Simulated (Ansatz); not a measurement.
Geometry optimisation, RKS r2SCAN-D4/def2-SVP (Ansatz).

Input file:

```yaml
crystal:
  periodic: [false, false, false]
  atoms:
    - { symbol: C, position_ang: [-1.24, -1.6101, 0.284] }
    - { symbol: B, position_ang: [-0.2025, -0.5779, 0.855] }
    - { symbol: O, position_ang: [1.1819, -0.2713, 1.0878] }
    - { symbol: Si, position_ang: [0.7478, 1.1849, 0.4536] }
    - { symbol: "N", position_ang: [1.3069, 1.3276, -1.2269] }
    - { symbol: H, position_ang: [-2.2873, -1.0691, 0.3196] }
    - { symbol: H, position_ang: [-1.2698, -2.4974, 0.8738] }
    - { symbol: H, position_ang: [-1.0044, -1.7853, -0.79] }
    - { symbol: H, position_ang: [1.0178, 2.2569, 1.4535] }
    - { symbol: H, position_ang: [1.0728, 2.3032, -1.5025] }
    - { symbol: H, position_ang: [0.7422, 0.6816, -1.787] }
basis:
  gaussian: { orbitals: def2-SVP }
hamiltonian:
  xc: r2scan
  dispersion: d4
relax:
  f_tol: 0.015
  max_steps: 40
```

Command:

```bash
$ ansatz run input.yaml --threads 2 --pin off --max-ram 3072MiB --backend cpu --events-out ev --progress --plain --runs-dir out
```

Where does it end, and by what steps?

The run converged. After 20 steps the energy has fallen by 1.496 eV; H10 moved furthest, 1.07 Å.

```csv
step,energy less start (eV),largest force component (eV/Å),accepted
0,0.0000,4.345,yes
1,-0.9436,2.135,yes
2,-1.2307,0.915,yes
3,-1.3530,0.571,yes
4,-1.3617,1.821,yes
5,-1.4487,0.353,yes
6,-1.4383,0.683,no
7,-1.4746,0.477,yes
8,-1.4872,0.198,yes
9,-1.4633,0.577,no
10,-1.4899,0.149,yes
11,-1.4937,0.137,yes
12,-1.4897,0.531,no
13,-1.4946,0.074,yes
14,-1.4950,0.034,yes
15,-1.4954,0.035,yes
16,-1.4957,0.054,yes
17,-1.4959,0.054,yes
18,-1.4960,0.047,yes
19,-1.4961,0.028,yes
20,-1.4961,0.006,yes
```

```xyz
11
Properties=species:S:1:pos:R:3
C -1.333 -1.743 0.459
B -0.351 -0.538 0.460
O 0.906 -0.377 0.912
Si 0.423 1.195 0.163
N 1.284 1.709 -1.223
H -2.278 -1.475 0.961
H -0.898 -2.623 0.959
H -1.604 -2.018 -0.574
H 0.618 2.244 1.199
H 2.094 2.318 -1.172
H 1.204 1.250 -2.123
```

Whether the end is a true minimum wasn't checked by a vibrational analysis.

Time of the run: 42 s on 2 threads of AMD EPYC 9R14 (Zen 4), with other jobs on the host, peak memory 0.21 GiB.
